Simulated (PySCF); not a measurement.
C₄H₇FO₂. Atoms are numbered in the order given.

```xyz
14

C      2.3703     0.5946    -0.5741
C      1.4317     0.0137     0.1710
F      1.7199    -0.9878     1.0171
O      0.1430     0.3640     0.2075
C     -0.8366    -0.6901     0.1633
C     -2.1873    -0.0088     0.0890
O     -2.3128     0.7846    -1.0632
H      2.0913     1.3821    -1.2718
H      3.4129     0.3005    -0.4643
H     -0.7532    -1.3255     1.0595
H     -0.6620    -1.3047    -0.7370
H     -2.9729    -0.7806     0.0520
H     -2.3409     0.5767     1.0188
H     -1.5634     1.3971    -1.0600
```

Coordinates come from a B3LYP-D3(BJ)/def2-SVP optimisation. The structure was generated by enumeration, and PubChem lists no compound with its InChIKey, so it may never have been made. One conformer was computed; it need not be the lowest.

Calculation: SMD-M06-2X/def2-SVP (PySCF).

Solvation free energies are E(SMD) − E(gas) at the gas-phase geometry, for 1 M in both phases. In vacuum the dipole moment is 0.60 D.

Computed solvation free energies in water, 1-octanol, dichloromethane:
```json
[
 {"solvent": "water", "ΔG(solv) (kcal/mol)": "-4.0", "its non-electrostatic (CDS) part": "4.9", "dipole (D)": "0.86"},
 {"solvent": "1-octanol", "ΔG(solv) (kcal/mol)": "-5.0", "its non-electrostatic (CDS) part": "2.2", "dipole (D)": "0.79"},
 {"solvent": "dichloromethane", "ΔG(solv) (kcal/mol)": "-5.2", "its non-electrostatic (CDS) part": "-0.2", "dipole (D)": "0.72"}
]
```
